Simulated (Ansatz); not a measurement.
trans-(1R,2R)-1-ethenyl-2-methylcyclopropane (C6H10), SMILES C=C[C@H]1C[C@H]1C.

The structure is a stationary point at B3LYP-D3(BJ)/def2-SVP. Other conformers were not sampled.

Two levels are set side by side: PBE/def2-SVPD (Ansatz, a first-principles code) and PBE0/def2-SVPD (Ansatz). Energy differences of separate SCF runs at the same geometry; the states with an electron removed or added have multiplicity 2 and 2. Differences are taken from unrounded values.

```
quantity                           PBE0   PBE  PBE minus PBE0
---------------------------------  ----  ----  --------------
vertical ionisation energy (eV)    8.95  8.78           -0.16
vertical singlet–triplet gap (eV)  4.12  4.23            0.11
```
